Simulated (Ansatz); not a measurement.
`BC(F)OC#C` + `BS` → `BSB` + `C#COCF`  (ligand exchange at a B–C bond)

Computed with Ansatz on PBE0-D4/def2-TZVP structures; ΔE is electronic, products minus reactants. CBS: MP2 limit from def2 TZ/QZ plus the TZ coupled-cluster correction, frozen cores. This one scheme is used for every species. Each species was taken in one conformer, which may not be the lowest.

| species | CCSD(T)/CBS(def2) energy (Eh) |
| --- | --- |
| `BC(F)OC#C` | -316.18029 |
| `BS` | -424.38198 |
| `BSB` | -449.77944 |
| `C#COCF` | -290.81386 |

Q: Work out ΔE.

A: ΔE = (-449.77944) + (-290.81386) − (-316.18029) − (-424.38198) = -0.03103 Eh = -0.84 eV.

Largest T1 diagnostic among the species: 0.015.

From PBE to PBE0 (25 % exact exchange), in def2-TZVPP and without D4, ΔE moves by −0.04 eV.
